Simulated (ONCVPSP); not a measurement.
**Configuration tests for fluorine (F) (ONCV)**

ONCVPSP 4.0.1 input, shortened (lines: element, Z, core and valence counts, functional; n l f; lmax; l rc ep ncon nbas qcut; lloc lpopt rc5 dvloc0; l nproj debl; icmod fcfact rcfact), LDA (Perdew-Zunger), scalar-relativistic:

```
  F 9.00    1    2        3      upf
    1    0    2.00
    2    0    1.75
    2    1    5.25
    1
    0    0.75    0.00    3    7   10.10
    1    1.20    0.00    4    7   13.20
    4    5    0.70    6.00
    0    2    1.50
    1    1    2.20
    1    0.45    0.00
```

Energies are relative to the spin-unpolarised reference configuration 2s1.75 2p5.25; without spin polarisation the order of configurations can differ from experiment.

Q: Give the all-electron excitation energy and the error of the potential for: 2s2 2p5; 2s2 2p4; 2s2 2p3; 2s1 2p6.

A:

```tsv
valence configuration	charge	ΔE all-electron (eV)	error AE − PS (meV)
2s2 2p5	0	-4.590	+0.9
2s2 2p4	+1	14.965	+12
2s2 2p3	+2	53.477	+76
2s1 2p6	0	13.800	+14
```
